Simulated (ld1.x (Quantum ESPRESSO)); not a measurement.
## u(r) = r·R(r): atom against pseudo-atom (lead (Pb))

Columns: radius, all-electron u(r) and pseudo u(r) of the 5d shell (level -22.87 eV) of lead in the configuration [Xe] 4f14 5d10 6s1 6p3; PBE, scalar-relativistic, ultrasoft scheme, ld1.x (Quantum ESPRESSO) 7.5.

| r (bohr) | all-electron | pseudo |
| --- | --- | --- |
| 0.138 | 0.2456 | 0.0074 |
| 0.275 | -0.4297 | 0.0551 |
| 0.413 | -0.3693 | 0.1674 |
| 0.550 | 0.0998 | 0.3399 |
| 0.688 | 0.5445 | 0.5460 |
| 0.825 | 0.8283 | 0.7397 |
| 0.963 | 0.9616 | 0.8822 |
| 1.100 | 0.9860 | 0.9474 |
| 1.238 | 0.9444 | 0.9361 |
| 1.375 | 0.8684 | 0.8700 |
| 1.513 | 0.7770 | 0.7778 |
| 1.650 | 0.6836 | 0.6836 |
| 1.788 | 0.5935 | 0.5935 |
| 1.925 | 0.5114 | 0.5114 |
| 2.062 | 0.4379 | 0.4379 |
| 2.200 | 0.3729 | 0.3729 |
| 2.338 | 0.3164 | 0.3164 |
| 2.475 | 0.2680 | 0.2680 |
| 2.613 | 0.2264 | 0.2264 |
| 2.750 | 0.1911 | 0.1911 |
| 2.888 | 0.1609 | 0.1609 |
| 3.025 | 0.1355 | 0.1355 |
| 3.162 | 0.1140 | 0.1140 |
| 3.300 | 0.0958 | 0.0958 |
| 3.438 | 0.0804 | 0.0804 |
| 3.575 | 0.0675 | 0.0675 |

(1) How many radial nodes do the two functions have?

(2) At about which radius was the pseudo-wave matched?

(3) Is the pseudo-wave norm-conserving?

## Answers

(1) The all-electron 5d function has n − l − 1 = 2; the pseudo-wave has 0, since the states of the same l below it are removed with the core.

(2) 1.65 bohr, where the columns begin to agree (steps of 0.14 bohr).

(3) No, it belongs to an ultrasoft set: the norm inside the radius is not constrained, and the difference is carried by the augmentation charge.
